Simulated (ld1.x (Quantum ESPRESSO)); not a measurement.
## rubidium (Rb): one change to a TM potential, before and after

```
Element                 : Rb (Z = 37)
Generator               : ld1.x (Quantum ESPRESSO) 7.5
Type                    : norm-conserving Troullier–Martins (Kleinman–Bylander form)
Functional              : PBE
Relativity              : non-relativistic
Frozen core             : [Ar] 3d10
Valence charge          : 9
Reference configuration : 4s2 4p6 5s1 5p0
Partial waves           : 4s (bound): rc 1.85 bohr; 4p (bound): rc 2.25 bohr; 4d channel at -0.15 Ry: rc 2.05 bohr
Local potential         : the d channel
Core correction         : none
```

Occupied shells without a wave of their own: 5s. They enter only through the test configuration that unscreens the potential.

Change: wave 4s (bound): rc 1.85 bohr becomes 4s (bound): rc 1.66 bohr.

Cutoffs: the cutoffs (Ry, on a coarse ladder) from which the occupation-weighted sum of valence levels, in a spherical-Bessel basis at the reference potential, stays within 10 and 1 mRy of its value at 400 Ry; they do not see the model core or the augmentation charge, which bear on the density cutoff. Errors are all-electron minus pseudo energies relative to the spin-unpolarised reference configuration.

Q: What does the change do?

A: The potential gets harder (35 Ry and 50 Ry → 45 Ry and 60 Ry); of the 5 tests that both files solve, the error grows in 4 and shrinks in 1 by more than 15 % and 0.3 meV (median size 6.2 → 14.1 meV); the range in which the s phases agree narrows (upper end at the end of the scan → 1.4); neither file shows a bound ghost. A smaller radius makes the pseudo-wave follow the all-electron one further in, where it bends more sharply, so more plane waves are needed.

```tsv
quantity	base	changed
cutoff, loose	35 Ry	45 Ry
cutoff, tight	50 Ry	60 Ry
loose cutoff by channel (10 mRy a level)	s 21 Ry, p 12 Ry	s 35 Ry, p 12 Ry
bound ghosts	none	none
error for 4s2 4p6 5s0 5p0, meV [ΔE 4.08 eV]	+9.9	+25
error for 4s2 4p6 5s0.5 5p0, meV [ΔE 1.55 eV]	+3.8	+9.7
error for 4s2 4p6 5s0 5p1, meV [ΔE 1.45 eV]	+6.2	+16
error for 4s1 4p6 5s1 5p0, meV [ΔE 36.58 eV]	-2.0	+1.3
error for 4s2 4p5 5s1 5p0, meV [ΔE 21.20 eV]	-6.2	-14
s: phases at 2.45 bohr within 0.05 rad from the reference energy up to (Ry; the scan ends near 5)	to the end of the scan	1.4
p: phases at 2.45 bohr within 0.05 rad from the reference energy up to (Ry; the scan ends near 5)	2.8	2.8
d: phases at 2.45 bohr within 0.05 rad from the reference energy up to (Ry; the scan ends near 5)	4.7	4.7
```
